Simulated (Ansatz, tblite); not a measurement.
Cost and result up the ladder for `[CH3][Ge]1([CH3])[CH]=CC=[C]1[C]1=CC=[C]([C]2=CC=[CH][Ge]2([CH3])[CH3])[Ge]1([CH3])[CH3]` (47 atoms). The state is a singlet with charge 0. Geometry: PBE-D4/def2-SVP.

```tsv
atom	x (Å)	y (Å)	z (Å)
C1	2.9783	3.6849	1.5329
Ge2	2.7718	3.3141	-0.3897
C3	1.5155	4.5829	-1.2193
C4	4.4653	3.1177	-1.3543
C5	4.5267	1.8296	-1.8084
C6	3.4133	0.9270	-1.5114
C7	2.3433	1.4138	-0.7828
C8	1.1841	0.6702	-0.4095
C9	0.1105	1.1592	0.3222
C10	-0.9968	0.2795	0.6230
C11	-0.9601	-1.0333	0.1732
C12	-1.9726	-2.0150	0.3901
C13	-1.9366	-3.3230	-0.0575
C14	-3.0650	-4.2013	0.2549
C15	-4.1099	-3.6945	0.9764
Ge16	-3.6921	-1.8212	1.3674
C17	-4.9215	-0.5306	0.5310
C18	-3.4599	-1.4308	3.2832
Ge19	0.7546	-1.2240	-0.8013
C20	1.9959	-2.4993	0.0383
C21	0.5293	-1.5967	-2.7204
H22	2.0006	3.5946	2.0464
H23	3.3685	4.7095	1.6924
H24	3.6827	2.9595	1.9832
H25	0.5198	4.5033	-0.7398
H26	1.4080	4.3565	-2.2974
H27	1.8806	5.6229	-1.1064
H28	5.2666	3.8476	-1.5418
H29	5.3834	1.4444	-2.3901
H30	3.4487	-0.1172	-1.8718
H31	0.0829	2.2049	0.6795
H32	-1.8526	0.6672	1.2055
H33	-1.0846	-3.7185	-0.6400
H34	-3.0398	-5.2470	-0.1008
H35	-4.9886	-4.2991	1.2455
H36	-5.0365	-0.7625	-0.5451
H37	-4.5215	0.4978	0.6309
H38	-5.9175	-0.5715	1.0147
H39	-2.7623	-2.1618	3.7350
H40	-3.0426	-0.4133	3.4178
H41	-4.4313	-1.4880	3.8130
H42	1.6145	-3.5345	-0.0630
H43	2.9940	-2.4391	-0.4387
H44	2.1025	-2.2642	1.1147
H45	1.5015	-1.5208	-3.2462
H46	0.1213	-2.6156	-2.8715
H47	-0.1722	-0.8644	-3.1640
```

Ansatz on 2 threads of AMD EPYC 7R13 on a shared host and a share (18 GiB) of an NVIDIA H100 80GB HBM3; xTB runs through tblite on one thread. Times are rough, summed over both states, and most runs start from the orbitals of an earlier one. No level here is sound enough to serve as a yardstick. The other state is a doublet.

The xTB rows come from tblite. Single mean-field runs in def2-TZVP are fitted with def2-universal-jkfit.

Run but left out: HF/def2-TZVP (singlet: restricted singlet, unstable in another Hartree–Fock run and untested here).

Raw xTB energies of ions are shifted by several eV.

| level | functions | wall time | vertical IE (eV) | remarks |
| --- | --- | --- | --- | --- |
| GFN2-xTB | 125 | 0.18 s | 10.95 | – |
| GFN1-xTB | 151 | 0.3 s | 12.00 | – |
| PBE-D4/def2-TZVP (with forces) | 858 | 21 s | 6.20 | – |
| PBE0-D4/def2-TZVP (with forces) | 858 | 24 s | 6.23 | spin-contaminated (⟨S²⟩ 0.83) (+1 doublet) |
